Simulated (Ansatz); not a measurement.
Molecular dynamics of C$_{18}$Se

input.yaml

```yaml
crystal:
  lattice:
    - [7.398, 0.0, 0.0]
    - [-3.699, 6.406856, 0.0]
    - [0.0, 0.0, 11.0]
  atoms:
    - { symbol: C, position: [-0.00449535, -0.01015831, 0.08395005] }
    - { symbol: C, position: [0.21831334, 0.10558092, 0.09721043] }
    - { symbol: C, position: [0.00197951, 0.32481882, 0.09692156] }
    - { symbol: C, position: [0.21134032, 0.4299573, 0.08397016] }
    - { symbol: C, position: [-0.00114175, 0.66249359, 0.08561289] }
    - { symbol: C, position: [0.22204722, 0.77603188, 0.09344583] }
    - { symbol: C, position: [0.32662907, -0.00638662, 0.09554964] }
    - { symbol: C, position: [0.5540169, 0.10074516, 0.10037334] }
    - { symbol: C, position: [0.33019419, 0.32077145, 0.08820515] }
    - { symbol: C, position: [0.54806281, 0.43704397, 0.08979021] }
    - { symbol: C, position: [0.32010211, 0.65240517, 0.08088555] }
    - { symbol: C, position: [0.55699494, 0.77456734, 0.0730361] }
    - { symbol: C, position: [0.66827897, -0.00463053, 0.09606209] }
    - { symbol: C, position: [0.87720257, 0.0965726, 0.11534286] }
    - { symbol: C, position: [0.66410441, 0.32733592, 0.09840887] }
    - { symbol: C, position: [0.88502629, 0.4380959, 0.10433516] }
    - { symbol: C, position: [0.66644801, 0.66487773, 0.07310794] }
    - { symbol: C, position: [0.88453821, 0.76550043, 0.05902059] }
    - { symbol: Se, position: [0.93266572, 1.06279712, 0.28623478] }
basis:
  ecutwfc: 420.0
kpoints:
  mp_grid: { grid: [2, 2, 1] }
hamiltonian:
  xc: lda
scf:
  occupations: { method: fermi_dirac, width: 0.05 }
  lower_state_search: "off"
md:
  timestep: 1
  n_steps: 300
  ensemble: nvt_langevin
  temperature: 1800.0
  initial_velocities: maxwell_boltzmann
  seed: 494328
  friction: 0.01
```

Run as:

```bash
$ ansatz run input.yaml --threads 1 --pin off --max-ram 3072MiB --backend cpu --events-out ev --progress --plain --runs-dir out
```

It goes on from the last frame of an earlier run, with new velocities.

Output, in part (step lines):

```
md step     0: t =     0.00 fs  T =  1705.3 K  F+E_penalty+E_count = -9751.92007454 eV  E_kin = 4.188024 eV  (10 SCF iters)
md step     1: t =     1.00 fs  T =  1533.4 K  F+E_penalty+E_count = -9751.72429219 eV  E_kin = 3.765867 eV  (9 SCF iters)
md step     2: t =     2.00 fs  T =  1487.0 K  F+E_penalty+E_count = -9751.39212975 eV  E_kin = 3.651954 eV  (9 SCF iters)
md step     3: t =     3.00 fs  T =  1439.4 K  F+E_penalty+E_count = -9751.01697908 eV  E_kin = 3.535009 eV  (9 SCF iters)
md step     4: t =     4.00 fs  T =  1135.1 K  F+E_penalty+E_count = -9750.71243342 eV  E_kin = 2.787855 eV  (9 SCF iters)
md step     5: t =     5.00 fs  T =  1100.2 K  F+E_penalty+E_count = -9750.49616835 eV  E_kin = 2.702094 eV  (6 SCF iters)
md step     6: t =     6.00 fs  T =  1077.4 K  F+E_penalty+E_count = -9750.34078757 eV  E_kin = 2.646004 eV  (6 SCF iters)
md step     7: t =     7.00 fs  T =  1129.7 K  F+E_penalty+E_count = -9750.27452638 eV  E_kin = 2.774420 eV  (7 SCF iters)
[... lines left out ...]
md step   300: t =   300.00 fs  T =  1577.6 K  F+E_penalty+E_count = -9750.09357863 eV  E_kin = 3.874476 eV  (9 SCF iters)
```

The steps, from the saved trajectory:

| time (fs) | T (K) | potential energy less start (eV) |
| --- | --- | --- |
| 0.0 | 1705 | 0.000 |
| 10.0 | 1262 | 1.430 |
| 20.0 | 1092 | 1.393 |
| 30.0 | 926 | 2.092 |
| 40.0 | 1469 | 1.235 |
| 50.0 | 1436 | 1.899 |
| 60.0 | 1583 | 1.818 |
| 70.0 | 2218 | 0.631 |
| 80.0 | 1641 | 2.251 |
| 90.0 | 1305 | 3.119 |
| 100.0 | 1426 | 1.894 |
| 110.0 | 1701 | 1.456 |
| 120.0 | 1780 | 0.962 |
| 130.0 | 1436 | 1.901 |
| 140.0 | 1258 | 2.343 |
| 150.0 | 1152 | 2.817 |
| 160.0 | 997 | 3.075 |
| 170.0 | 1540 | 1.382 |
| 180.0 | 1642 | 1.050 |
| 190.0 | 1555 | 1.255 |
| 200.0 | 1591 | 1.018 |
| 210.0 | 1383 | 1.120 |
| 220.0 | 1320 | 1.834 |
| 230.0 | 1374 | 2.456 |
| 240.0 | 1352 | 2.759 |
| 250.0 | 1349 | 2.199 |
| 260.0 | 1540 | 1.439 |
| 270.0 | 1674 | 1.388 |
| 280.0 | 1234 | 2.392 |
| 290.0 | 1407 | 1.430 |
| 300.0 | 1578 | 1.826 |

The run went to its last step. The mean temperature of the second half is 20 % below the set value. A run of 0.3 ps of so small a system gives no equilibrium averages. Limits of this set-up: coarse k mesh, slab without dipole correction.

Mean squared displacements from the first frame to the last, about the centre of mass: C 0.05 Å², Se 0.08 Å².

Last frame:

```xyz
19
Lattice="7.3980 0.0000 0.0000 -3.6990 6.4069 0.0000 0.0000 0.0000 11.0000" Properties=species:S:1:pos:R:3
C -0.107 -0.109 1.446
C 1.084 0.674 1.080
C -1.233 2.226 1.514
C -0.104 2.853 1.163
C -2.629 4.186 1.218
C -1.399 4.979 1.360
C 2.299 -0.074 1.291
C 3.612 0.760 1.302
C 1.124 2.068 0.966
C 2.337 2.755 1.245
C -0.084 4.197 1.048
C 1.105 4.918 1.095
C 4.781 -0.099 1.406
C 6.018 0.715 1.524
C 3.583 2.215 1.203
C 4.938 2.846 1.315
C 2.317 4.174 1.146
C 3.494 4.837 1.336
Se 2.800 6.435 3.455
```

Time of the run: 26 min on 1 thread of Arm Neoverse V1, with other jobs on the host, peak memory 0.65 GiB.
